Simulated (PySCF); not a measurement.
## Badger's rule along the third period: bonds to Sn

PBE0 in PySCF with x2c-SVPall on every atom, spin-free X2C, for the lowest determinant that a PBE0 search found; no spin–orbit coupling. Badger's rule says that Re = d + c·k^(−1/3) for bonds between atoms of fixed rows.

| molecule | state (unpaired electrons) | Re (Å) | k (mdyn/Å) |
| --- | --- | --- | --- |
| SnS | singlet (closed shell) | 2.218 | 3.80 |
| SnCl | doublet (π ↑) | 2.387 | ? |
| SiSn | triplet (π ↑↑) | 2.514 | ? |
| AlSn | quartet (σ ↑, π ↑↑) | 2.649 | ? |
| NaSn | quartet (σ ↑, π ↑↑) | 2.905 | 0.387 |

Task: Fix c and d from SnS and NaSn.

Result: c = (2.905 − 2.218)/(0.387^(−1/3) − 3.8^(−1/3)) = 0.939, d = 2.218 − c·3.8^(−1/3) = 1.616 Å.

Task: Predict k of the others and set the computed values beside them.

Result: 

```csv
molecule,k by the rule,k computed,difference (%)
SnCl,1.81,2.06,-12
SiSn,1.14,1.71,-33
AlSn,0.752,0.954,-21
```

The rule misses by 22 % on average; it knows nothing of spin state or of how ionic a bond is, and both change along this series.

Spin–orbit coupling is left out. States were picked by a PBE0 search and need not be the measured ground states.
